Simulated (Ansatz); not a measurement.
C₂H₃Cl₂FSi, SMILES Cl[Si](Cl)(F)C=C.

Geometry: PBE0-D3(BJ)/def2-SVP. Other conformers were not sampled.

Two levels are set side by side: PBE/def2-SVPD (Ansatz, a first-principles code) and PBE0/def2-SVPD (Ansatz). Energy differences of separate SCF runs at the same geometry; the states with an electron removed or added have multiplicity 2 and 2. Differences are taken from unrounded values.

```tsv
quantity	PBE
vertical ionisation energy (eV)	10.38
vertical singlet–triplet gap (eV)	4.27
```

Problem. These are the PBE values. What does PBE0 give? (The exact figures need the calculation; the answer reports its results.)

Solution. 
| quantity | PBE0 | PBE minus PBE0 |
|---|---|---|
| vertical ionisation energy (eV) | 10.76 | -0.38 |
| vertical singlet–triplet gap (eV) | 4.10 | 0.17 |
